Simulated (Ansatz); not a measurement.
(1) Predict a relaxed structure of [Tm(NH3)6]3+ (TmN₆H₁₈³⁺), charge 3, triplet, at PBE-D4/def2-SVP (Ansatz).

Results:

(1) 
```xyz
25

Tm   -0.003    0.001   -0.002
N    -2.148    0.492    1.147
H    -2.861    0.980    0.573
H    -2.079    1.094    1.990
H    -2.666   -0.336    1.500
N     2.146   -0.509   -1.134
H     2.871   -0.949   -0.535
H     2.646    0.306   -1.538
H     2.088   -1.161   -1.940
N    -0.439    1.916   -1.486
H    -0.950    1.688   -2.361
H     0.408    2.409   -1.828
H    -1.008    2.677   -1.069
N     0.456   -1.913    1.476
H     0.905   -2.728    1.015
H    -0.376   -2.328    1.939
H     1.093   -1.708    2.270
N    -1.215   -1.479   -1.547
H    -2.244   -1.340   -1.562
H    -1.113   -2.493   -1.355
H    -0.947   -1.398   -2.547
N     1.197    1.494    1.543
H     2.230    1.408    1.513
H     0.973    1.368    2.549
H     1.035    2.507    1.389
```
The metal has 6 neighbours: N 2.48 Å, N 2.48 Å, N 2.46 Å, N 2.46 Å, N 2.46 Å, N 2.46 Å. This is one stationary point.

In the def2 sets Tm takes a core potential; there is no spin–orbit coupling. With an open 4f shell the SCF may have ended on a state above the lowest. The relaxation made no stability test and no search for a lower SCF solution. No other spin state of charge 3 was run.
